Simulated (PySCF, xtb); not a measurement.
# Two structures of Ge2H2

We compare X, a triplet given by its coordinates, with Y, `[Ge]=[GeH2]`, a singlet. Both are isolated molecules in the gas phase, relaxed with PBE0-D3(BJ)/def2-SVP.

X (Å):

```xyz
4

Ge   -2.5374    1.9277   -2.4200
Ge   -1.0090    0.8882   -0.8889
H     0.1853    1.5549   -0.1503
H    -1.0023   -0.5951   -0.4238
```

Close contacts (Å): Ge1–Ge2 2.40, Ge2–H3 1.55, Ge2–H4 1.55.

Y (Å):

| atom | x (Å) | y (Å) | z (Å) |
| --- | --- | --- | --- |
| Ge | -2.4760 | 1.9022 | -2.3025 |
| Ge | -0.9850 | 0.8802 | -0.8939 |
| H | 0.1912 | 1.5918 | -0.1985 |
| H | -1.0189 | -0.6105 | -0.5071 |

Question: Estimate E(Y) − E(X) at the level CCSD(T)/def2-TZVPP.

Answer: Calculated at CCSD(T)/def2-TZVPP: E(Y) − E(X) = −9.6 kcal/mol, so structure Y lies lower.

The same difference at several levels:

| level | geometry | E(Y) − E(X) (kcal/mol) | departure from the last row (kcal/mol) | job, with rough time for the two |
| --- | --- | --- | --- | --- |
| HF/STO-3G | GFN2-xTB | −1.1 | +8.5 | single point, 1.6 s |
| r2SCAN-D4/def2-SVP | GFN2-xTB | −4.0 | +5.6 | single point, 81 s |
| PBE0-D3(BJ)/def2-SVP | PBE0-D3(BJ)/def2-SVP | −4.2 | +5.4 | optimisation, 63 s |
| HF/def2-TZVPP | PBE0-D3(BJ)/def2-SVP | +8.9 | +18.5 | part of the CCSD(T) run |
| MP2/def2-TZVPP | PBE0-D3(BJ)/def2-SVP | −8.2 | +1.4 | part of the CCSD(T) run |
| CCSD(T)/def2-TZVPP | PBE0-D3(BJ)/def2-SVP | −9.6 |  | single point, 10 min |

HF/def2-TZVPP puts the two in the other order. The largest departure from CCSD(T)/def2-TZVPP is that of HF/def2-TZVPP, 18.5 kcal/mol.

With thermal terms from frequencies at re-optimised GFN2-xTB minima (ideal gas, soft modes damped towards free rotors, one conformer each, 298.15 K, 1 atm): the zero-point term adds +0.5 kcal/mol; ΔH is −8.9 and ΔG −9.5 kcal/mol.

Open shells are spin-unrestricted. The correlated steps freeze 18 core orbitals; the filled d shell of Ge is correlated, in a basis made for valence electrons. ΔG holds the spin degeneracy. Programs: PySCF 2.14.0, xtb 6.7.1; the last row on 2 threads of Arm Neoverse V1 on a shared host.
